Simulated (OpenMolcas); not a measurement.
**Bi3+: effect of the basis set**

- Program: OpenMolcas
- Method: MS-CASPT2, IPEA 0.25 Eh, imaginary shift 0.1 Eh (closed shells correlated: 5d)
- Active space: 2 electrons in 8 orbitals (6s 6p 7s 7p)
- State averaging: 2S+1 = 3 even, 3 roots; 2S+1 = 1 even, 7 roots; 2S+1 = 3 odd, 3 roots; 2S+1 = 1 odd, 3 roots
- Spin-orbit coupling: RASSI with atomic mean-field integrals over the reference wave functions, term energies averaged over their components

A. ANO-R2 [8s7p5d3f1g], X2C, finite nucleus; CASPT2 step of the order of 6 core-seconds
B. ANO-RCC-VTZP [8s7p5d3f2g], DKH2, point nucleus; CASPT2 step of the order of 7 core-seconds
C. ANO-RCC-VQZP [9s8p6d4f3g], DKH2, point nucleus; CASPT2 step of the order of 15 core-seconds
D. ANO-RCC [11s10p9d6f4g], DKH2, point nucleus; CASPT2 step roughly 30 core-seconds

Energies in cm⁻¹ above 6s² ¹S₀, the measured ground level; measured values from Moore, Atomic Energy Levels, vol. III, NSRDS-NBS 35 (1971 reprint of NBS Circular 467, 1958).

```csv
Level,A,B,C,D,Measured
6s² ¹S₀,0.0,0.0,0.0,0.0,0.0
6s 6p ³P°₀,73460,73500,73990,73140,70968
6s 6p ³P°₁,77960,78130,78300,77610,75926
6s 6p ³P°₂,94420,95490,94300,94460,
6s 6p ¹P°₁,111920,111920,111230,111230,114602
```

Deviations, from unrounded energies. A percentage is the sum of absolute deviations over the sum of measured energies, with the sign that they share, or ± where signs differ.

| Against measurement | Levels | A | B | C | D |
| --- | --- | --- | --- | --- | --- |
| mean absolute deviation (cm-1) | 3 | 2400 | 2500 | 2900 | 2400 |
| other configurations (%) | 3 | ±2.8 | ±2.8 | ±3.4 | ±2.8 |

A, B, D lie about equally close to measurement and C furthest from it. The largest miss of A in the table is 6s 6p ¹P°₁, by -2700 cm-1. The ranking rests on the paired levels alone, and a cruder setting can come out closer through cancelling errors.

Among A to D the level of the table that moves most is 6s 6p ³P°₂, by 1200 cm-1 (lowest in C, highest in B). Moves below CASPT2's spread within the term are not significant.

Over all roots computed the reference weight is 0.87 to 0.94 in A, 0.86 to 0.94 in B, 0.85 to 0.94 in C, 0.85 to 0.94 in D; the roots of lowest weight are the least certain, and an intruder state may touch them. The run also gave levels led by 6s 7s, which use shells meant for correlation; these and all levels above them are left out. Spin-orbit splittings of 6p shells tend to come out small when the coupling is added on scalar orbitals. Computed and measured levels are paired by configuration, term and J; levels that our copy of the source lacks, or whose pairing is in doubt (as where it misses far off the trend of its configuration), stay unpaired and out of the deviations. Levels of configurations outside the active space are missing. Levels that lie high or do not pair safely by name in every column are left out.

° marks odd parity.
